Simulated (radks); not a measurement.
Results of a calculation; reference values are marked as such.
Problem. Radial electron density D(r) = 4 pi r^2 rho(r) of an atom or ion with 6 electrons. Code: a radial shooting solver on a logarithmic mesh with Libxc functionals. Model: non-relativistic Kohn-Sham, HCTH/407, spin-unpolarised, spherical densities, point nucleus.

r (bohr)  D(r) (e/bohr)
0.006029          1.927
0.007543          2.840
0.009362          4.067
0.01171           5.795
0.01454           7.972
0.01819           10.78
0.02257           13.94
0.02824           17.40
0.03505           20.43
0.04384           22.53
0.05441           22.84
0.06808           21.00
0.08449           17.48
0.1057            13.36
0.1312            10.68
0.1641            10.39
0.2037            11.91
0.2548            13.10
0.3188            11.75
0.3957            8.044
0.495             3.827
0.6144            1.254
0.7686           0.2394
0.954           0.02650
1.193          0.001242

What is the nuclear charge?

Solution. Z = 20. The innermost maximum, from 1s, lies near 1/Z = 0.05 bohr (found: 0.0506), and its height grows with Z. The density is that of the calcium ion Ca14+ in [He] 2s2 2p2; the configuration itself is not fixed sharply by these data, and Z only to about a unit. D(r) has 2 maxima, at r = 0.0506, 0.257 bohr, and minima at 0.150 bohr, inside which lie 2.22 electrons.
